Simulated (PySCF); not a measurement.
Species: C₅H₄F₂O₃.
Numbering: `[F:1][CH:2]([F:3])[O:4][C:5]1=[CH:6][O:7][CH:8]=[CH:9][O:10]1`

Cartesian coordinates in Å at the GFN2-xTB level; atoms count from 1:
```xyz
14
C5H4F2O3 angstrom
F      2.5776   -2.4128    0.6202
C      2.0421   -1.1888    0.5746
F      3.0682   -0.3362    0.3342
O      1.1445   -1.1585   -0.4497
C      0.1429   -0.2249   -0.3793
C     -0.3424    0.3402   -1.4754
O     -1.4283    1.2002   -1.4646
C     -2.0287    1.2746   -0.2292
C     -1.5404    0.7201    0.8650
O     -0.3343    0.0124    0.8990
H      1.6211   -0.9417    1.5629
H      0.0384    0.1356   -2.4584
H     -2.9524    1.8250   -0.2526
H     -2.0089    0.7544    1.8310
```

Probes without a nucleus sit at each ring's centroid and 1 Å off its mean plane on both sides; NICS is minus the shielding there, NICSzz its component along the normal. Level: GIAO PBE0/pcSseg-1 (PySCF, non-relativistic, gas phase) on the GFN2-xTB geometry, one conformer.

Ring bond lengths (Å), with Mayer bond orders in brackets: C5–C6 1.325 (1.80), C6–O7 1.385 (0.93), O7–C8 1.376 (0.97), C8–C9 1.320 (1.85), C9–O10 1.399 (0.91), O10–C5 1.385 (0.96).

What do the NICS probes read (ppm)?

```
              ring                                                       type  NICS(0)  NICS(1), two faces  NICS(1)zz, two faces  rms pucker (Å)  centre to ring atoms, mean (Å)
C5–C6–O7–C8–C9–O10  6-membered ring with 2 O; formal bonds 2 double, 4 single      5.8           3.3 / 4.6           16.7 / 18.2            0.05                            1.36
```

What do they say, and how far can they be read as aromaticity?

- C5–C6–O7–C8–C9–O10: mean NICS(1)zz 17.5 ppm, deshielded.

And the bond-length index? HOMA = 1 − mean of α(R − Ropt)² over the ring bonds, with Krygowski's 1993 parameters (CC: Ropt 1.388 Å, α 257.7 Å⁻²; CO: Ropt 1.265 Å, α 157.38 Å⁻²).

- C5–C6–O7–C8–C9–O10: HOMA -0.91; the largest term is that of C9–O10, α(R − Ropt)² = 2.82. The geometric and the magnetic index point the same way.

At the first NICS(1) probe listed for ring C5–C6–O7–C8–C9–O10, 1 Å off the ring, how large is the induced field along the normal in 7.05 T applied along it?

NICSzz × B0 = 16.7 ppm × 7.05 T = 118 μT, along the applied field.

What are the shieldings of the ring atoms and their hydrogens in the same run (means over atoms taken as equivalent)?

```
atoms                    environment  σ isotropic (ppm)
   C5  vinylic carbon bearing oxygen               32.6
   C6  vinylic carbon bearing oxygen               66.9
   O7            cyclic ether oxygen              238.2
   C8  vinylic carbon bearing oxygen               51.0
   C9  vinylic carbon bearing oxygen               53.8
  O10            cyclic ether oxygen              222.0
  H12               vinylic hydrogen              25.83
  H13               vinylic hydrogen              26.03
  H14               vinylic hydrogen              25.95
```
